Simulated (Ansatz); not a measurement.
Ansatz (a program for electronic structure) input (CCSD(T)/def2-SVPD):

Ansatz 0.2 input:
```yaml
crystal:
  periodic: [false, false, false]
  atoms:
    - {symbol: Hg, position_ang: [-0.45273570, 0.36504735, -0.34978052]}
    - {symbol: Cl, position_ang: [2.01499099, -0.60960969, -0.14605582]}
    - {symbol: Cl, position_ang: [0.11552998, -1.10826018, 1.79208180]}
basis:
  gaussian:
    orbitals: def2-SVPD
magnetization: {spin_polarized: true, initial_magnetization: 2}
correlation: {method: ccsd_t, electrons: outside_noble_gas}
output: {forces: true}
```

End of the output:

```
determinant -29146.29540207 eV, -1071.1065999573 hartree, with singles and doubles -29162.12382231 eV, -1071.6882836723 hartree
determinant -29146.14615563 eV, -1071.1011152520 hartree, with singles and doubles -29162.36825216 eV, -1071.6972663037 hartree
14 core orbitals not correlated
reference -29149.26687642 eV, -1071.2157996255 hartree; 14, 12 occupied and 61, 63 virtual orbitals, 817 factors
densities: 0.77 GiB planned
second order -15.49364122 eV of doubles, -0.00000000 eV of singles
coupled cluster: 0.56 GiB planned
cycle   1  -15.83615109 eV  change   -2.5e-3 eV  update   2.2e-3
cycle   2  -15.83782237 eV  change   -1.7e-3 eV  update   1.6e-3
cycle   3  -15.83758911 eV  change    2.3e-4 eV  update   7.6e-4
cycle   4  -15.83778281 eV  change   -1.9e-4 eV  update   4.9e-4
cycle   5  -15.83829890 eV  change   -5.2e-4 eV  update   3.0e-4
cycle   6  -15.83858133 eV  change   -2.8e-4 eV  update   2.4e-4
cycle   7  -15.83825686 eV  change    3.2e-4 eV  update   1.5e-4
cycle   8  -15.83815071 eV  change    1.1e-4 eV  update   6.0e-5
cycle   9  -15.83816871 eV  change   -1.8e-5 eV  update   3.6e-5
cycle  10  -15.83820226 eV  change   -3.4e-5 eV  update   1.5e-5
cycle  11  -15.83820061 eV  change    1.7e-6 eV  update   7.0e-6
cycle  12  -15.83819860 eV  change    2.0e-6 eV  update   2.2e-6
cycle  13  -15.83819813 eV  change    4.7e-7 eV  update   6.8e-7
cycle  14  -15.83819815 eV  change   -1.3e-8 eV  update   2.5e-7
cycle  15  -15.83819824 eV  change   -9.1e-8 eV  update   8.6e-8
perturbative correction -0.42952441 eV, -0.0157847308 hartree
the calculation of the forces begins
mean field evaluation 352: about -29149.2669 eV, gradient 2.9e-6 eV
Total energy: -29165.53459906 eV, -1071.8136274061 hartree
Atom 0 at    -0.452736     0.365047    -0.349781 Å, force    -0.092384     0.074491    -0.071375 eV/Å
Atom 1 at     2.014991    -0.609610    -0.146056 Å, force     0.088459    -0.026150    -0.007439 eV/Å
Atom 2 at     0.115530    -1.108260     1.792082 Å, force     0.003926    -0.048341     0.078815 eV/Å
Dipole moment:    -0.485169     0.391199    -0.374838 e Å
```

The spin state was set by rule; other spins were not relaxed.
